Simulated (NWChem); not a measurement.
System: C₄H₇O₂, doublet; SMILES [CH]1COCCO1

NWChem input:

```
start job
memory heap 200 mb stack 900 mb global 1100 mb
geometry units angstroms noautosym nocenter noautoz
  C      1.288398     0.519563    -0.149512
  C      1.053473    -0.932907     0.100923
  O     -0.233902    -1.343123    -0.292053
  C     -1.209118    -0.505045     0.265652
  C     -1.003839     0.921222    -0.199586
  O      0.288797     1.386601     0.144150
  H      2.280624     0.951874     0.007632
  H      1.193449    -1.167519     1.186030
  H      1.785841    -1.539631    -0.453291
  H     -2.194373    -0.875116    -0.055996
  H     -1.171610    -0.545200     1.374990
  H     -1.126796     0.968156    -1.297081
  H     -1.725688     1.605999     0.268696
end
basis spherical
  C library 6-31g*
  O library 6-31g*
  H library 6-31g*
end
dft
  odft
  mult 2
  xc hfexch
  iterations 150
  mulliken
end
task dft energy
esp
  recalculate
  probe 0.07
  range 0.3
  factor 1.0
  spacing 0.02
end
task esp
```

Parts of the log:

```
             Northwest Computational Chemistry Package (NWChem) 7.3.0
             --------------------------------------------------------

                             Geometry "geometry" -> ""
                             -------------------------

 Output coordinates in angstroms (scale by  1.889725989 to convert to a.u.)

  No.       Tag          Charge          X              Y              Z
 ---- ---------------- ---------- -------------- -------------- --------------
    1 C                    6.0000     1.28839800     0.51956300    -0.14951200
    2 C                    6.0000     1.05347300    -0.93290700     0.10092300
    3 O                    8.0000    -0.23390200    -1.34312300    -0.29205300
    4 C                    6.0000    -1.20911800    -0.50504500     0.26565200
    5 C                    6.0000    -1.00383900     0.92122200    -0.19958600
    6 O                    8.0000     0.28879700     1.38660100     0.14415000
    7 H                    1.0000     2.28062400     0.95187400     0.00763200
    8 H                    1.0000     1.19344900    -1.16751900     1.18603000
    9 H                    1.0000     1.78584100    -1.53963100    -0.45329100
   10 H                    1.0000    -2.19437300    -0.87511600    -0.05599600
   11 H                    1.0000    -1.17161000    -0.54520000     1.37499000
   12 H                    1.0000    -1.12679600     0.96815600    -1.29708100
   13 H                    1.0000    -1.72568800     1.60599900     0.26869600

 Effective nuclear repulsion energy (a.u.)     254.6209914269

  xc_inp: hfexch multiplicative factor not found.

                                 NWChem DFT Module
                                 -----------------

 Summary of "ao basis" -> "ao basis" (spherical)
 ------------------------------------------------------------------------------
       Tag                 Description            Shells   Functions and Types
 ---------------- ------------------------------  ------  ---------------------
 C                           6-31g*                  6       14   3s2p1d
 O                           6-31g*                  6       14   3s2p1d
 H                           6-31g*                  2        2   2s

            General Information
            -------------------
          SCF calculation type: DFT
          Wavefunction type:  spin polarized.
          No. of atoms     :    13
          No. of electrons :    47
           Alpha electrons :    24
            Beta electrons :    23
          Charge           :     0
          Spin multiplicity:     2
          Use of symmetry is: off; symmetry adaption is: off
          Maximum number of iterations: 150
          AO basis - number of functions:    98
                     number of shells:    50
          Convergence on energy requested:  1.00D-06
          Convergence on density requested:  1.00D-05
          Convergence on gradient requested:  5.00D-04

              XC Information
              --------------
                     Hartree-Fock (Exact) Exchange  1.000

      Superposition of Atomic Density Guess
      -------------------------------------

 Sum of atomic energies:        -303.63734883

      Non-variational initial energy
      ------------------------------

 Total energy =    -307.138613
 1-e energy   =    -917.925391
 2-e energy   =     356.165787
 HOMO         =      -0.077009
 LUMO         =       0.138121

     ---------------------------------------------
      Total Density - Mulliken Population Analysis
     ---------------------------------------------

    Atom       Charge   Shell Charges
 -----------   ------   -------------------------------------------------------
    1 C    6     5.93   2.00  0.72  1.72  0.57  0.87  0.05
    2 C    6     6.05   2.00  0.69  1.80  0.58  0.91  0.06
    3 O    8     8.67   2.00  0.92  3.01  0.90  1.80  0.02
    4 C    6     6.04   2.00  0.70  1.81  0.58  0.89  0.06
    5 C    6     6.02   2.00  0.70  1.81  0.58  0.88  0.06
    6 O    8     8.59   2.00  0.92  2.97  0.90  1.77  0.03
    7 H    1     0.81   0.47  0.34
    8 H    1     0.83   0.47  0.36
    9 H    1     0.80   0.48  0.32
   10 H    1     0.80   0.48  0.33
   11 H    1     0.83   0.48  0.35
   12 H    1     0.83   0.48  0.35
   13 H    1     0.81   0.48  0.33

     --------------------------------------------
      Spin Density - Mulliken Population Analysis
     --------------------------------------------

    Atom       Charge   Shell Charges
 -----------   ------   -------------------------------------------------------
    1 C    6     0.74   0.00  0.01  0.37  0.03  0.33  0.00
    2 C    6     0.05   0.00  0.00  0.02 -0.00  0.02  0.01
    3 O    8     0.00   0.00  0.00  0.00 -0.00  0.00  0.00
    4 C    6     0.00   0.00  0.00  0.00 -0.00  0.00  0.00
    5 C    6     0.00   0.00  0.00  0.00 -0.00  0.00  0.00
    6 O    8     0.11   0.00  0.00  0.09 -0.00  0.02  0.00
    7 H    1     0.01   0.00  0.00
    8 H    1     0.07   0.03  0.04
    9 H    1     0.01   0.01  0.00
   10 H    1     0.00   0.00  0.00
   11 H    1     0.00   0.00  0.00
   12 H    1     0.02   0.00  0.01
   13 H    1     0.00   0.00  0.00

   convergence    iter        energy       DeltaE   RMS-Dens  Diis-err
 ---------------- ----- ----------------- --------- --------- ---------
 d= 0,ls=0.0,diis     1   -305.0939564494 -5.60D+02  3.38D-03  1.58D-01
                                                     2.73D-03  1.64D-01
 d= 0,ls=0.0,diis     2   -305.1762055757 -8.22D-02  1.27D-03  3.12D-02
                                                     1.15D-03  3.24D-02
 d= 0,ls=0.0,diis     3   -305.1906093219 -1.44D-02  6.99D-04  4.07D-03
                                                     4.68D-04  4.24D-03
 d= 0,ls=0.0,diis     4   -305.1933924047 -2.78D-03  2.60D-04  2.00D-04
                                                     1.81D-04  2.83D-04
 d= 0,ls=0.0,diis     5   -305.1937206937 -3.28D-04  1.64D-04  6.78D-05
                                                     1.36D-04  7.60D-05
  Resetting Diis
 d= 0,ls=0.0,diis     6   -305.1938445821 -1.24D-04  6.79D-05  8.43D-06
                                                     7.41D-05  1.59D-05
 d= 0,ls=0.0,diis     7   -305.1938690055 -2.44D-05  1.56D-05  2.50D-06
                                                     1.19D-05  1.23D-06
 d= 0,ls=0.0,diis     8   -305.1938710367 -2.03D-06  8.86D-06  4.58D-07
                                                     1.05D-05  1.03D-06
 d= 0,ls=0.0,diis     9   -305.1938719975 -9.61D-07  1.34D-05  5.10D-07
                                                     1.16D-05  1.71D-07
 d= 0,ls=0.0,diis    10   -305.1938725879 -5.90D-07  3.21D-06  1.70D-08
                                                     2.38D-06  1.80D-08

         Total DFT energy =     -305.193872587851
      One electron energy =     -921.322081048988
           Coulomb energy =      401.314573629489
    Exchange-Corr. energy =      -39.807356595292
 Nuclear repulsion energy =      254.620991426940

 Numeric. integr. density =        0.000000000000

                    DFT Final Alpha Molecular Orbital Analysis
                    ------------------------------------------

 Vector   22  Occ=1.000000D+00  E=-4.619862D-01
              MO Center= -1.2D-01, -7.1D-01,  5.7D-02, r^2= 2.8D+00
   Bfn.  Coefficient  Atom+Function         Bfn.  Coefficient  Atom+Function
  ----- ------------  ---------------      ----- ------------  ---------------
    33      0.422049   3 O  pz               37      0.342599   3 O  pz
    74     -0.192010   6 O  py               47     -0.173260   4 C  pz
    78     -0.167995   6 O  py               19     -0.158325   2 C  pz
    94     -0.156513  11 H  s                93     -0.142950  11 H  s
    46     -0.141235   4 C  py               75      0.134939   6 O  pz

[...]

                     NWChem Electrostatic Potential Fit Module
                     -----------------------------------------

 Atom parameters

 Number of atoms is                                   13
 Number of basis functions is                         98

 Grid parameters

 Maximum number of grid points is                  43844
 Number of grid points is                          43843
 Grid range                                     0.300000 nm
 Grid spacing                                   0.020000 nm
 Probe radius                                   0.070000 nm
 Atom radius factor                             1.000000

 Atomic radii

    1    0.100000
    6    0.147000
    8    0.136000
 FASTESP  F
  using M.O. file = ./job.movecs

    Atom              Coordinates                           Charge

                                                  ESP

    1 C     0.128840    0.051956   -0.014951   -0.076738
    2 C     0.105347   -0.093291    0.010092    0.440542
    3 O    -0.023390   -0.134312   -0.029205   -0.555910
    4 C    -0.120912   -0.050505    0.026565    0.381100
    5 C    -0.100384    0.092122   -0.019959    0.235420
    6 O     0.028880    0.138660    0.014415   -0.371980
    7 H     0.228062    0.095187    0.000763    0.090355
    8 H     0.119345   -0.116752    0.118603   -0.039581
    9 H     0.178584   -0.153963   -0.045329   -0.026591
   10 H    -0.219437   -0.087512   -0.005600   -0.029551
   11 H    -0.117161   -0.054520    0.137499   -0.036135
   12 H    -0.112680    0.096816   -0.129708    0.005502
   13 H    -0.172569    0.160600    0.026870   -0.016432
                                            ------------
                                                0.000000

 Dipole moment                                  0.269713

 Quadrupole moment Qxx                         13.163386
                   Qyy                        -12.039948
                   Qzz                         -1.123439

 RMS deviation kJ/mol                           0.066095

 RRMS %                                        35.309155
```

Level: UHF/6-31G* (spherical d). All runs use the structure optimised with PBE0/def2-SVP, spin-unrestricted. No stability test was run on the SCF state.
